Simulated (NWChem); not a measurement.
**Basis-set convergence for H₂Pb**

```xyz
3

Pb     0.0000     0.0000    -0.0314
H      1.3212     0.0000     1.2881
H     -1.3212     0.0000     1.2881
```
Charge 0, spin multiplicity 1.

The numbers come from NWChem runs, not from measurements. All single points use one geometry, from B3LYP/def2-SVP with def2 effective core potentials on Pb, a minimum by its harmonic frequencies.

Quantity: first vertical ionisation energy at the level G0W0@PBE0.

Effective core potentials replace the inner electrons of Pb; spin-orbit coupling is left out. The structure started from a generated list of species.

```csv
basis,functions,first vertical ionisation energy (eV)
def2-SVP,36,8.53
def2-SVPD,48,[?]
def2-TZVP,62,[?]
def2-TZVPD,74,8.79
def2-TZVPP,78,8.86
def2-QZVP,142,[?]
```

Q: Complete the blanks.

A: 
- def2-SVPD, first vertical ionisation energy (eV): 8.55
- def2-TZVP, first vertical ionisation energy (eV): 8.78
- def2-QZVP, first vertical ionisation energy (eV): 9.02
